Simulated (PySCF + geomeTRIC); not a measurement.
Species: C₂N₂, SMILES `[C-]#[N+]C#N` (charge 0, multiplicity 1).

Question: Give a relaxed geometry from B3LYP-D3(BJ)/def2-TZVP (PySCF + geomeTRIC).

Answer: the end point of this relaxation (outside a Z-matrix the atoms follow the SMILES, hydrogens last).
Cartesian coordinates (Å) in one orientation:
```xyz
4

C      1.804    -0.288     0.003
N      0.639    -0.116     0.001
C     -0.651     0.074    -0.001
N     -1.793     0.242    -0.003
```
